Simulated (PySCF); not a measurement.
**Levels of P⁴⁺ from EOM-EA-GCCSD**

Reference: closed-shell P⁵⁺, [Ne]; one electron is added. Calculated with PySCF 2.14, two-component X2C-1e with screened spin-orbit coupling, x2c-TZVPPall-2c with one added diffuse shell each of s, p, d type (6s7p4d1f, 54 functions); frozen nothing; all 98 virtual spinors kept. No Breit or QED terms. Binding energies in eV.

```csv
level,Koopmans
3s1/2,64.488
3p1/2,53.590
3p3/2,53.488
3d3/2,39.137
3d5/2,39.136
4s1/2,30.984
4p1/2,27.066
4p3/2,27.031
```

Task: How does correlation move these levels?

Result: 3s1/2: second order 64.792, EOM-CCSD 64.820; 3p1/2: second order 53.824, EOM-CCSD 53.848; 3p3/2: second order 53.720, EOM-CCSD 53.744; 3d3/2: second order 39.293, EOM-CCSD 39.310; 3d5/2: second order 39.292, EOM-CCSD 39.309; 4s1/2: second order 31.074, EOM-CCSD 31.082; 4p1/2: second order 27.139, EOM-CCSD 27.147; 4p3/2: second order 27.104, EOM-CCSD 27.111.

For comparison, the ionisation energy of P⁴⁺ is 65.025 eV (measured; NIST Atomic Spectra Database, ionization energies).

The screened spin-orbit operator tends to give fine-structure splittings of light species too large.

The highest levels are limited by the diffuse functions of the basis.
